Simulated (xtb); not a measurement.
FMg, charge +1, singlet, geometry from GFN2-xTB (such geometries of metal compounds can be far from the true shape).

The xtb input:
```
$ xtb mol.xyz --gfn 2 --chrg 1 --alpb acetone --json

# file mol.xyz
2

Mg    -0.00000000    -0.00000000    -0.74597931
F      0.00000000     0.00000000     0.99463908
```

Predict the HOMO-LUMO gap from GFN2-xTB with ALPB(acetone) (xtb).

1.84 eV

Give the partial charges in atom order at the level GFN2-xTB with ALPB(acetone).

Mg1 0.86, F2 0.14

What is the computed total energy (GFN2-xTB with ALPB(acetone))?

-4.8349 Eh
